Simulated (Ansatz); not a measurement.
Relaxation of C₃H₄OSi (9 atoms, charge 0, multiplicity 1), to a largest force component of 0.015 eV/Å in at most 40 steps.

All numbers below come from RKS PBE0-D4/def2-mTZVP (Ansatz).

```xyz
9
Properties=species:S:1:pos:R:3
C 2.170 0.016 1.342
C 1.212 -0.160 0.572
Si -0.236 -0.501 -0.632
C -1.579 0.659 -0.329
O -1.409 1.558 0.585
H 2.929 0.266 2.000
H 0.349 -0.363 -2.001
H -0.565 -1.910 -0.454
H -2.506 0.680 -0.982
```

Question: Where does it end, and by what steps?

Answer: The forces met the threshold. After 8 steps the energy has fallen by 0.658 eV; O5 moved furthest, 0.14 Å.

| step | energy less start (eV) | largest force component (eV/Å) | accepted |
| --- | --- | --- | --- |
| 0 | 0.0000 | 4.889 | yes |
| 1 | -0.4071 | 3.061 | yes |
| 2 | -0.5486 | 1.322 | yes |
| 3 | -0.6250 | 0.832 | yes |
| 4 | -0.6337 | 0.504 | yes |
| 5 | -0.6552 | 0.196 | yes |
| 6 | -0.6584 | 0.030 | yes |
| 7 | -0.6585 | 0.018 | yes |
| 8 | -0.6585 | 0.001 | yes |

```xyz
9
Properties=species:S:1:pos:R:3
C 2.149 0.034 1.322
C 1.261 -0.204 0.541
Si -0.108 -0.517 -0.611
C -1.556 0.725 -0.297
O -1.542 1.585 0.548
H 2.934 0.244 2.012
H 0.331 -0.349 -2.021
H -0.649 -1.891 -0.437
H -2.453 0.618 -0.956
```

Whether the end is a true minimum wasn't checked by a vibrational analysis.

The run took 30 s on 2 threads of Arm Neoverse V1 (shared host), peak memory 0.24 GiB.
